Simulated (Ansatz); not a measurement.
CH10N2Si2, SMILES `C[Si](N)(N)[SiH3]`, relaxed with RKS PBE0-D4/def2-TZVP in the Gaussian-basis code of Ansatz from a PBE-D4/def2-SVP geometry. The force threshold is 0.005 eV/Å; the program also tests the step.

The species carries charge 0 and has multiplicity 1.

Start:

```xyz
15

C    -0.749    1.669   -0.328
Si    0.252    0.145    0.183
N     1.868    0.425   -0.426
N     0.451   -0.161    1.890
Si   -0.830   -1.793   -0.648
H    -0.849    1.740   -1.432
H    -0.259    2.597    0.034
H    -1.772    1.630    0.099
H     2.553   -0.330   -0.334
H     1.971    0.883   -1.336
H    -0.304   -0.613    2.410
H     0.912    0.552    2.465
H    -1.138   -1.634   -2.118
H    -2.140   -2.091    0.046
H     0.036   -3.021   -0.506
```

How much energy does the relaxation release, and in how many steps? (Estimate.)

Computed: 1.64 kcal/mol, in 11 steps, 2 of them rejected.

Which bonds change most? (Best estimate.)

Ansatz gave: Si2–N4 from 1.746 to 1.717 Å; Si2–N3 from 1.750 to 1.722 Å; C1–Si2 from 1.894 to 1.872 Å; Si5–H13 from 1.510 to 1.492 Å.

Give the relaxed structure. (An estimate is asked.)

Ansatz gave: 
```xyz
15

C    -0.732    1.657   -0.345
Si    0.242    0.146    0.174
N     1.836    0.401   -0.426
N     0.412   -0.126    1.861
Si   -0.838   -1.785   -0.641
H    -0.785    1.746   -1.434
H    -0.271    2.566    0.051
H    -1.756    1.604    0.033
H     2.543   -0.304   -0.291
H     1.975    0.896   -1.291
H    -0.285   -0.629    2.384
H     0.916    0.528    2.439
H    -1.226   -1.611   -2.070
H    -2.083   -2.110    0.117
H     0.052   -2.980   -0.562
```
